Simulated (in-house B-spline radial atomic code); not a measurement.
## RPA and G0W0 on HSE06: V⁵⁺

Configuration [Ne] 3s2 3p6, mean-field start HSE06. Computed with a B-spline radial code for spherical atoms: all electrons, non-relativistic, point nucleus, each spin shell either full or empty, empty states to l = 9 with an (l + 1/2)⁻⁴ tail; G0W0 by contour deformation at full frequency.

Command:
```bash
python run_gw.py task.json out
```
Settings (radii: box in bohr, nucleus in fm):
```
Z                        23
electrons                18
configuration            [Ne] 3s2 3p6
hamiltonian              nr
method                   hse06
lmax                     9
spin_polarised           False
box_radius               10.43
intervals                49
```

Cost of the run: 1.5 s on 1 thread of Arm Neoverse N1 (shared host).

Energies (hartree):

```
                                     term       value
                         mean-field total  -937.68953
Hartree-Fock functional on these orbitals  -937.07061
                      direct second order     -1.3495
                    second-order exchange     0.45153
                         SOSEX correction     0.41376
```

Q: What is the RPA correlation energy, and what remains with SOSEX?

A: RPA gives -1.1869 hartree (-1.79 eV per electron); RPA + SOSEX gives -0.77314, and the second-order doubles -0.89795 hartree (no singles). RPA lacks exchange-type terms and so overcorrelates at short range.

Quasi-particle levels (eV):

```tsv
level	occupied	mean field	Σx - vxc	Σc	QP weight	G0W0
3p	yes	-119.96	-8.16	?	?	?
3d	no	-73.45	10.43	-3.02	0.969	-66.04
```

G0W0 = mean field + (Σx - vxc) + Σc, with Σc (partial-wave tail included) taken at the quasi-particle energy. Only the outer levels were computed. Levels of low weight are left out.

Q: Where does G0W0 put 3p?

A: At -128.44 eV, with Σc = -0.32 eV and a quasi-particle weight of 0.956. The tabulated removal energy is 128.125 ± 0.025 eV (NIST, measured); the calculation leaves out relativity, Breit and QED terms, and what these don't explain is the method's own error.
